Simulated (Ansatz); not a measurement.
Coupled-cluster diagnostics for Ba₂O, Ansatz.

Geometry of the singlet (PBE0-D4/def2-TZVP):

```xyz
3

Ba   -0.629    1.871    0.305
Ba    0.234   -1.838   -0.746
O     0.394   -0.033    0.441
```

In the def2 sets Ba takes a core potential; there is no spin–orbit coupling. Correlated methods freeze 1 core orbital; core or outer-core shells of Ba are correlated, in sets that lack core-valence functions. In CCSD on the charge -1 doublet the largest single amplitude is 0.26, so its Hartree–Fock determinant may place the open shell otherwise than the density functionals do. The geometry of the singlet was relaxed on an unsound state (restricted singlet, unstable towards broken spin symmetry). At PBE0-D4/def2-TZVP a broken-symmetry singlet of charge 0 lies 4.28 eV below the quintet, each at its own geometry. The structure comes from a short search, and lower isomers may exist.

Geometry of the charge 0 triplet (PBE0-D4/def2-TZVP):

```xyz
3

Ba   -1.639    0.314   -1.408
Ba    1.640   -0.309    1.408
O    -0.001   -0.005    0.000
```

Geometry of the charge 0 quintet (PBE0-D4/def2-TZVP):

| atom | x (Å) | y (Å) | z (Å) |
| --- | --- | --- | --- |
| Ba1 | -2.168 | 0.144 | -0.401 |
| Ba2 | 2.173 | 0.346 | -0.203 |
| O3 | -0.005 | -0.490 | 0.603 |

**Question.** Estimate the CCSD(T) correlation energy, the shares of MP2 and (T), T1 and the reference's ⟨S²⟩ for: charge 0, singlet, own geometry in def2-TZVPP; charge 0, singlet, own geometry in def2-TZVPD; charge 0, triplet, own geometry in def2-TZVPP; charge 0, quintet, own geometry in def2-TZVPP; charge 1, doublet, vertical in def2-TZVPP; charge -1, doublet, vertical in def2-TZVPD; and the rough time on 4 threads of Arm Neoverse V1 on a shared host.

**Answer.** 
```json
{"state": "charge 0, singlet, own geometry", "basis": "def2-TZVPP", "correlation (eV)": "-17.467", "MP2 share (%)": "93.6", "(T) share (%)": "4.4", "T1": "0.022", "⟨S²⟩ (pure)": "0.00 (0.00)", "wall time": "5.5 s", "remarks": "large T1 (0.022), restricted SCF unstable"}
{"state": "charge 0, singlet, own geometry", "basis": "def2-TZVPD", "correlation (eV)": "-17.772", "MP2 share (%)": "93.6", "(T) share (%)": "4.6", "T1": "0.023", "⟨S²⟩ (pure)": "0.00 (0.00)", "wall time": "6.5 s", "remarks": "large T1 (0.023), restricted SCF unstable"}
{"state": "charge 0, triplet, own geometry", "basis": "def2-TZVPP", "correlation (eV)": "-16.666", "MP2 share (%)": "93.9", "(T) share (%)": "3.7", "T1": "0.021", "⟨S²⟩ (pure)": "2.00 (2.00)", "wall time": "8.5 s", "remarks": "–"}
{"state": "charge 0, quintet, own geometry", "basis": "def2-TZVPP", "correlation (eV)": "-14.713", "MP2 share (%)": "89.7", "(T) share (%)": "2.9", "T1": "0.031", "⟨S²⟩ (pure)": "6.01 (6.00)", "wall time": "22 s", "remarks": "–"}
{"state": "charge 1, doublet, vertical", "basis": "def2-TZVPP", "correlation (eV)": "-16.510", "MP2 share (%)": "93.9", "(T) share (%)": "3.8", "T1": "0.020", "⟨S²⟩ (pure)": "0.75 (0.75)", "wall time": "11 s", "remarks": "–"}
{"state": "charge -1, doublet, vertical", "basis": "def2-TZVPD", "correlation (eV)": "-17.544", "MP2 share (%)": "92.2", "(T) share (%)": "4.4", "T1": "0.063", "⟨S²⟩ (pure)": "1.46 (0.75)", "wall time": "20 s", "remarks": "large T1 (0.063), spin-contaminated (⟨S²⟩ 1.46)"}
```
Customary marks for T1 are 0.02 (closed shells), 0.045 (open shells) and about 0.05 (3d metals). T1 exceeds 0.02 in 6 of 6 rows and 0.045 in 1; the higher it lies, the less the single-reference result can be trusted.
